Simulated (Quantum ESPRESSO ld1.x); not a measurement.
Task: The mean radii <r> (bohr) of the occupied orbitals of an atom or ion are listed with their occupations. All-electron calculation, scalar-relativistic Kohn-Sham, BLYP, spin-unpolarised, spherical densities, point nucleus. Program: ld1.x of Quantum ESPRESSO 7.5.

orbital  occ.      <r>
1s          2  0.03344
2s          2   0.1451
2p          6   0.1264
3s          2   0.3814
3p          6   0.3759
3d          5   0.3438
4p          1   0.8024

Name the element and its charge.

Result: Z = 44, ruthenium, charge +20: Ru20+ in [Ar] 3d5 4p1. The 1s radius gives Z: for a bare nucleus <r> = (2 gamma + 1)/(2Z) with gamma = sqrt(1 - (Z/c)^2), 0.03289 bohr for Z = 44, and screening makes it slightly larger (0.03344 here). The occupations add up to 24, and the charge is Z minus that.
